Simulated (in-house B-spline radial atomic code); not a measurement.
A fraction x of an electron is removed from 4p in Sn, starting from [Kr] 4d10 5s2 5p2 and keeping the highest spin. Level of theory: scalar-relativistic (X2C) PW91, spin-polarised, spherical fractional occupations, Fermi nucleus of rms radius 4.6519 fm; calculated with an all-electron radial atomic-structure program (B-spline basis).

```json
{"x": "0", "E(x) - E(0) (eV)": "0.0000", "4p down level (eV)": "-89.514"}
{"x": "0.1", "E(x) - E(0) (eV)": "9.0237", "4p down level (eV)": "-90.965"}
{"x": "0.22", "E(x) - E(0) (eV)": "?", "4p down level (eV)": "?"}
{"x": "0.27", "E(x) - E(0) (eV)": "24.7017", "4p down level (eV)": "-93.494"}
{"x": "0.4", "E(x) - E(0) (eV)": "36.9843", "4p down level (eV)": "-95.476"}
{"x": "0.5", "E(x) - E(0) (eV)": "?", "4p down level (eV)": "?"}
{"x": "0.61", "E(x) - E(0) (eV)": "57.3773", "4p down level (eV)": "-98.759"}
{"x": "0.7", "E(x) - E(0) (eV)": "66.3300", "4p down level (eV)": "-100.193"}
{"x": "0.84", "E(x) - E(0) (eV)": "80.5151", "4p down level (eV)": "-102.456"}
{"x": "0.99", "E(x) - E(0) (eV)": "96.0679", "4p down level (eV)": "-104.921"}
{"x": "1", "E(x) - E(0) (eV)": "97.1179", "4p down level (eV)": "-105.087"}
```

Task: What belongs in the row x = 0.22?

Result: An energy change of 20.0458 eV; 4p down at -92.743 eV.

Task: What belongs in the row x = 0.5?

Result: An energy change of 46.6093 eV; 4p down at -97.028 eV.

Task: Check Janak's theorem between x = 0.27 and 0.4.

Result: The slope of the energy is 94.48 eV; the orbital levels give 94.48 eV (-ε of the emptying orbital, averaged over the two points).
